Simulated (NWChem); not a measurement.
Species: InH3S2; SMILES [SH][InH][SH]

```xyz
6

In     0.0000     0.0000    -0.5061
H      0.0000     0.0000    -2.2364
S     -2.0028     0.0000     0.8592
H     -2.8216     0.0000    -0.2310
S      2.0028     0.0000     0.8592
H      2.8216     0.0000    -0.2310
```
Atoms are numbered in this order, from 1.

Computed with NWChem. The geometry was optimised at PBE-D3(BJ)/def2-SVP. def2 effective core potentials on In; no spin-orbit coupling. B3LYP is NWChem's, with the RPA form of VWN correlation. Vertical excitations in the gas phase; the lowest state need not have the same character in each row.

Task: Order these by “lowest excitation, singlet (eV)”, lowest first: CAM-B3LYP/def2-SVP, TDA; B3LYP/def2-SVP, TDA; BHandHLYP/def2-SVP, TDA; PBE/def2-SVP, TDA.

Result: PBE/def2-SVP, TDA (4.18), B3LYP/def2-SVP, TDA (4.52), CAM-B3LYP/def2-SVP, TDA (4.99), BHandHLYP/def2-SVP, TDA (5.17)
